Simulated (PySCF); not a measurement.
Ionising SrLi

PBE; basis Sr def2-SVP with ECP28, Li def2-SVP; scalar-relativistic core potentials; PySCF 2.14. Neutral (UKS): doublet (σ ↑), Re = 3.625 Å, ωe = 175 cm⁻¹, De = 0.37 eV, HOMO -2.75 eV, LUMO -2.15 eV.

SrLi⁺ (UKS): singlet (closed shell), Re = 3.425 Å, ωe = 226 cm⁻¹, De = 1.43 eV to Sr + Li⁺. The energies at the minima are -38.14075 hartree for SrLi and -37.97767 for SrLi⁺.

(1) Work out the adiabatic ionisation energy, without and with harmonic zero-point energies (1 hartree = 27.2114 eV, 1 eV = 8065.5 cm⁻¹), and the change of the bond length.

Closed-shell solutions of metal pairs were not tested for spin polarisation, which can lower them a little. Weak bonds: SrLi. Basis-set superposition, not corrected here, can be much of De in a small basis, most of all at correlated wavefunction levels. For an ion De counts to the pair picked by the measured ionisation energies or electron affinities, which need not be the lowest pair at this level. States were picked by a PBE0 search and need not be the measured ground states.

## Answers

(1) At PBE: 0.16308 hartree = 4.438 eV between the minima; the zero-point term (226.0 − 175.0)/2 cm⁻¹ = +0.003 eV makes it 4.441 eV. Re changes by -20.0 pm against the neutral. The electron leaves a σ orbital, and the shorter bond of the ion fits an antibonding orbital, or a change in how ionic the bond is.
